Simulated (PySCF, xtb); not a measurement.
Sn(F)2 anion (F₂Sn), SMILES [F][Sn][F] (connectivity only; charge and spin as stated), charge -1, multiplicity 2.

Harmonic wavenumbers (cm⁻¹) from xtb with GFN2-xTB at its own minimum, in rising order: 96, 283, 325.

Problem. What does PBE-D3(BJ)/def2-SVPD in PySCF give at its own minimum? (The exact figures need the calculation; the answer reports its results.)

Solution. 142, 422, 442. Paired by order, the mean absolute difference is 101 cm⁻¹ and the zero-point energies are 1.0 and 1.4 kcal/mol.
